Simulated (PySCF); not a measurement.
Species: C6H8O2.
SMILES: `CCOc1ccco1`

The closed-shell SCF was solved with PySCF and density fitting under several settings on one GFN2-xTB geometry (grid level 2 and gas phase unless stated).

```tsv
settings	basis functions	SCF cycles	E (Eh)	HOMO (eV)	LUMO (eV)	dipole (D)
PBE0/pcSseg-1	176	14	-383.3818	-5.81	0.76	1.25
CAM-B3LYP/def2-SVPD	230	13	-383.4212	-7.11	1.35	1.12
wB97X-D/pcSseg-1, IEF-PCM dichloromethane, energy threshold 1e-07 Eh, level shift 0.3 Eh	176	10	-383.6947	-7.74	2.44	1.53
B97-D/IGLO-II, IEF-PCM water, energy threshold 1e-07 Eh	224	9	-383.6913	-4.76	-0.22	1.56
PBE0/ANO-RCC-VDZP, IEF-PCM dimethylsulfoxide	152	14	-383.5446	-5.79	0.65	1.45
X3LYP/6-31G-J, IEF-PCM acetone, grid level 3	128	14	-383.6462	-5.66	0.72	1.34
LC-wPBE/pcSseg-1	176	13	-383.5781	-8.38	3.04	1.29
```

Problem. Estimate the rows for these settings: (1) PBE0/def2-SVPD; (2) B97-2/def2-SVP, energy threshold 1e-08 Eh.

Solution. 
```csv
settings,basis functions,SCF cycles,E (Eh),HOMO (eV),LUMO (eV),dipole (D)
PBE0/def2-SVPD,230,14,-383.1675,-5.83,0.64,1.15
"B97-2/def2-SVP, energy threshold 1e-08 Eh",152,10,-383.4503,-5.49,0.82,1.22
```

Problem. Over all rows, what range does the HOMO–LUMO gap span?

Solution. From 4.54 eV (B97-D/IGLO-II, IEF-PCM water, energy threshold 1e-07 Eh) to 11.42 eV (LC-wPBE/pcSseg-1). The functional of the narrowest has no exact exchange, that of the widest range-separated exact exchange.

Problem. And the dipole moment?

Solution. From 1.12 D (CAM-B3LYP/def2-SVPD) to 1.56 D (B97-D/IGLO-II, IEF-PCM water, energy threshold 1e-07 Eh); the largest is 1.39 times the smallest, and the median is 1.29 D.

Problem. Compare two rows with the functional PBE0: PBE0/def2-SVPD and PBE0/pcSseg-1. Which energy is lower, and by how much?

Solution. PBE0/pcSseg-1 (176 functions) lies 0.2143 Eh or 134 kcal/mol below PBE0/def2-SVPD (230 functions). The smaller set gives the lower energy; the two sets aren't nested, so the variational bound doesn't order them by size.

B97-D and wB97X-D ran without the empirical dispersion term, which would shift the total energy alone. Cycle counts include a coarse-grid stage where the run had one. ANO-RCC sets were contracted for a scalar-relativistic Hamiltonian, but ran non-relativistically here. Geometry: GFN2-xTB, one conformer.

The values belong to the conformer `[CH3:1][CH2:2][O:3][c:4]1[cH:5][cH:6][cH:7][o:8]1`: C1–C2–O3–C4 73°, C2–O3–C4–C5 -169°.
